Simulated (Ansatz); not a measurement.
NbSe(OH)3 (NbSeO₃H₃). Total charge 0; triplet. Geometry r2SCAN-D4/def2-SVP, that of the neutral singlet.

```xyz
8

Nb   -0.035    0.000    0.011
Se   -2.222   -0.014    0.718
O     1.109    0.404    1.456
H     0.956    0.595    2.389
O     0.202    1.299   -1.337
H    -0.392    1.929   -1.764
O     0.432   -1.691   -0.683
H    -0.051   -2.521   -0.790
```

In the def2 sets Nb takes a core potential; there is no spin–orbit coupling. At PBE0-D4/def2-TZVP a singlet of charge 0 lies 3.07 eV below the triplet at the same geometry.

Estimate the α-spin orbital energies around the gap (eV) in Ansatz with PBE-D4/def2-TZVP, r2SCAN-D4/def2-TZVP, PBE0-D4/def2-TZVP.


```
orbital  PBE-D4/def2-TZVP  r2SCAN-D4/def2-TZVP  PBE0-D4/def2-TZVP
 HOMO−5             -7.63                -7.99              -9.26
 HOMO−4             -7.56                -7.91              -9.07
 HOMO−3             -7.48                -7.89              -8.98
 HOMO−2             -7.35                -7.72              -8.90
 HOMO−1             -6.84                -7.15              -8.04
   HOMO             -2.75                -3.08              -4.24
   LUMO             -2.39                -2.30              -1.56
 LUMO+1             -1.13                -0.91              -0.40
 LUMO+2             -0.83                -0.55              -0.06
 LUMO+3             -0.71                -0.47               0.18
 LUMO+4             -0.63                -0.27               0.29
 LUMO+5             -0.01                 0.63               0.64
 β HOMO             -6.52                -6.83              -7.68
 β LUMO             -6.05                -5.79              -5.04
```
